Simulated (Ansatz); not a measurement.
## Ligand exchange: SiH2(CH3)Br + C3H8O → SiH2(CH3)(OH) + C3H7Br

Species: SiH2(CH3)Br, singlet; C3H8O (1-propanol) `CCCO`, singlet; SiH2(CH3)(OH), singlet; C3H7Br (1-bromopropane) `CCCBr`, singlet. The partners trade Br for OH: Si–Br and C–OH bonds give way to Si–OH and C–Br.

Shapes, held fixed at every level: PBE0-D4/def2-TZVP. Flexible molecules stand in one conformer, not always the lowest. Programs: Ansatz 0.2.0. Electronic energies: no zero-point or thermal term.

Q: Estimate ΔE of this reaction.

A: The highest level, CCSD(T)/def2-TZVPP, gives ΔE = -31.9 kJ/mol; the levels span -31.9 to -20.6. The column of differences is taken from that level and isn't an error. No measured value is set beside it here. Relativity is left out for Br. Outer-core shells of Br are correlated, in sets that cover them unevenly. Times are processor times on shared x86 and Arm servers, and rough.

```json
{"level": "HF/def2-TZVPP", "kind": "Hartree–Fock", "ΔE (kJ/mol)": "-22.7", "less CCSD(T)/def2-TZVPP": "+9.2", "CPU time (sum over the molecules)": "–"}
{"level": "r2SCAN-D4/def2-TZVPP", "kind": "meta-GGA", "ΔE (kJ/mol)": "-26.2", "less CCSD(T)/def2-TZVPP": "+5.7", "CPU time (sum over the molecules)": "45 s"}
{"level": "B3LYP-D4/def2-TZVPP", "kind": "global hybrid", "ΔE (kJ/mol)": "-29.3", "less CCSD(T)/def2-TZVPP": "+2.6", "CPU time (sum over the molecules)": "40 s"}
{"level": "PBE0-D4/def2-TZVPP", "kind": "global hybrid", "ΔE (kJ/mol)": "-20.6", "less CCSD(T)/def2-TZVPP": "+11.3", "CPU time (sum over the molecules)": "24 s"}
{"level": "wB97X-V/def2-TZVPP", "kind": "range-separated hybrid", "ΔE (kJ/mol)": "-24.2", "less CCSD(T)/def2-TZVPP": "+7.7", "CPU time (sum over the molecules)": "66 s"}
{"level": "B2PLYP/def2-TZVPP", "kind": "double hybrid", "ΔE (kJ/mol)": "-31.0", "less CCSD(T)/def2-TZVPP": "+0.9", "CPU time (sum over the molecules)": "47 s"}
{"level": "CCSD/def2-TZVPP", "kind": "coupled cluster or CI", "ΔE (kJ/mol)": "-30.6", "less CCSD(T)/def2-TZVPP": "+1.3", "CPU time (sum over the molecules)": "–"}
{"level": "CCSD(T)/def2-TZVPP", "kind": "coupled cluster or CI", "ΔE (kJ/mol)": "-31.9", "less CCSD(T)/def2-TZVPP": "0.0", "CPU time (sum over the molecules)": "16 min"}
```
